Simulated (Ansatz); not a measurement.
The cluster Si₂Ni. The state is a triplet with charge 0. Geometry r2SCAN-D4/def2-TZVP; atoms count from 1.

```xyz
3

Ni   -0.885    0.853    0.026
Si    1.170    0.316    0.391
Si   -0.285   -1.169   -0.417
```

The structure comes from a short search, and lower isomers may exist.

Estimate the Mulliken populations from the PBE0/def2-TZVP orbitals of Ansatz.


| atom | charge (e) | spin (α − β) | d electrons |
| --- | --- | --- | --- |
| Ni1 | 0.18 | 0.87 | 8.89 |
| Si2 | -0.09 | 0.57 | – |
| Si3 | -0.09 | 0.57 | – |
Mulliken values depend strongly on the basis.

Where does the spin sit?

Summed by element: Ni 0.87, Si 1.13, of 2 unpaired in all. Largest on single atoms: Ni1 0.87, Si2 0.57, Si3 0.57.

And the Mayer bond orders between heavy atoms (over 0.3)?

Ni1–Si2 1.24 (2.16 Å); Ni1–Si3 1.24 (2.16 Å); Si2–Si3 1.72 (2.23 Å).
